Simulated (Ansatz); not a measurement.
Geometry optimisation, RKS PBE0-D4/def2-SVP (Ansatz 0.2.0).

Input file:

```yaml
crystal:
  periodic: [false, false, false]
  atoms:
    - { symbol: Al, position_ang: [-0.117486, -0.167052, 0.063828] }
    - { symbol: O, position_ang: [-0.336678, -0.236232, 1.785169] }
    - { symbol: Si, position_ang: [-1.362858, -0.562127, 3.051977] }
    - { symbol: H, position_ang: [-2.409965, -1.5502, 2.646026] }
    - { symbol: H, position_ang: [-0.579392, -1.122317, 4.192062] }
    - { symbol: H, position_ang: [-2.034682, 0.698487, 3.485799] }
    - { symbol: F, position_ang: [1.413249, -0.194135, -0.548051] }
    - { symbol: Cl, position_ang: [-1.757428, -0.11981, -1.207434] }
    - { symbol: H, position_ang: [-0.002706, 2.481038, 0.80904] }
    - { symbol: H, position_ang: [-0.095554, 1.89655, 1.223384] }
basis:
  gaussian: { orbitals: def2-SVP }
hamiltonian:
  xc: pbe0
  dispersion: d4
relax:
  f_tol: 0.03
  max_steps: 50
output:
  orbitals: {}
```

Command:

```bash
$ ansatz run input.yaml --threads 2 --pin off --max-ram 3072MiB --backend cpu --events-out ev --progress --plain --runs-dir out
```

**Question.** Where does it end, and by what steps?

**Answer.** The run converged. The force dipped under the threshold on the way, but the program's further checks kept it going. After 15 steps the energy has fallen by 0.222 eV; H9 moved furthest, 0.67 Å.

| step | energy less start (eV) | largest force component (eV/Å) | accepted |
| --- | --- | --- | --- |
| 0 | 0.0000 | 1.419 | yes |
| 1 | -0.0788 | 0.956 | yes |
| 2 | -0.1495 | 0.641 | yes |
| 3 | -0.1882 | 0.303 | yes |
| 4 | -0.1948 | 0.248 | yes |
| 5 | -0.1974 | 0.157 | yes |
| 6 | -0.1988 | 0.094 | yes |
| 7 | -0.2074 | 0.071 | yes |
| 8 | -0.2140 | 0.104 | yes |
| 9 | -0.2160 | 0.120 | yes |
| 10 | -0.2192 | 0.090 | yes |
| 11 | -0.2205 | 0.026 | yes |
| 12 | -0.1700 | 1.250 | no |
| 13 | -0.2086 | 0.343 | no |
| 14 | -0.2156 | 0.342 | no |
| 15 | -0.2216 | 0.029 | yes |

```xyz
10
Properties=species:S:1:pos:R:3
Al -0.176 0.053 0.185
O -0.733 -0.209 1.749
Si -1.429 -0.675 3.171
H -2.466 -1.722 2.922
H -0.391 -1.228 4.093
H -2.074 0.505 3.822
F 1.428 -0.176 -0.161
Cl -1.488 0.282 -1.420
H -0.010 2.224 0.195
H 0.054 2.068 0.945
```

Whether the end is a true minimum wasn't checked by a vibrational analysis.

The run took 56 s on 2 threads of Arm Neoverse V1, on a shared host, peak memory 0.24 GiB.
